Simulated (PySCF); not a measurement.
# C6H8OS: full NMR table

| Item | Value |
| --- | --- |
| Formula | C6H8OS |
| SMILES | CSCc1ccco1 |
| InChI | InChI=1S/C6H8OS/c1-8-5-6-3-2-4-7-6/h2-4H,5H2,1H3 |
| Point group of the computed structure | C1 |
| Degrees of unsaturation | 3 |
| Carbon signals | 6 |
| Proton signals | 5 |

Bonds (- single, = double, # triple, : aromatic): C1-S2, S2-C3, C3-C4, C4:C5, C5:C6, C6:C7, C7:O8, O8:C4. C1 carries H9, H10, H11; C3 carries H12, H13; C5 carries H14; C6 carries H15; C7 carries H16.

[PySCF 2.14: geometry: PBE0-D3(BJ)/def2-TZVP; GIAO B97-2/pcSseg-2 shieldings; no solvent; rapidly exchanging positions averaged; non-relativistic; one conformer]

Shifts are taken against calculated references (same method and geometry level): ¹H (σ = 31.64 ppm) and ¹³C (σ = 185.38 ppm) against TMS; ¹⁷O (σ = 327.66 ppm) vs H2O; ³³S (σ = 517.10 ppm) vs CS2.

| carbon | δC, type | δH (multiplicity) | HMBC from (2–3 bonds) | span of the C tensor (ppm) |
| --- | --- | --- | --- | --- |
| C1 | 19.2, CH3 | 1.81 (s) | H12/H13 | 30 |
| C3 | 35.7, CH2 | 3.70 (s) | H14, H9/H10/H11 | 30 |
| C4 | 163.4, C | – | H16, H15, H14, H12/H13 | 154 |
| C5 | 113.9, CH | 6.56 (m) | H16, H15, H12/H13 | 171 |
| C6 | 118.4, CH | 6.67 (m) | H16, H14 | 178 |
| C7 | 146.3, CH | 7.40 (m) | H15, H14 | 143 |

Other nuclei:
```
atoms  nucleus           environment  δ (ppm)  σ (ppm)
   O8      ¹⁷O  aromatic ring oxygen    309.9     17.8
   S2      ³³S        sulfide sulfur       31    486.6
```

1. Carbon types of the structure: 1 × C, 3 × CH, 1 × CH2, 1 × CH3, which accounts for all hydrogens.
2. δC 163.4: substituted aromatic carbon next to the ring oxygen.
3. δC 146.3: aromatic CH next to the ring oxygen.
4. δC 118.4, 113.9: aromatic CH.
5. δH 7.40: hydrogen on an aromatic CH next to the ring oxygen; it sits in the deshielding region of the aromatic ring current.
6. δH 6.67, 6.56: hydrogen on an aromatic CH; ring-current deshielding.

Shifts are as computed. Against solution values, carbons near 30 ppm lie about +3 ppm off and those near 130 ppm about +7 ppm; carbons on S a further +4 ppm. Of 1309 compounds with measured shifts, 239 miss one by over three times the rms of a fit or turn the order of signals round; such compounds aren't used in these exercises. Unscaled 17O shifts of doubly bonded oxygen tend to come out too high, by tens of ppm or more. Experimental scales use liquid or dissolved standards, which lie at an offset from isolated H2O (liquid H2O: subtract about 36 ppm). Multiplicities follow the n + 1 count of equivalent neighbours, as no J values were calculated; m marks all less simple cases, F and P coupling included.
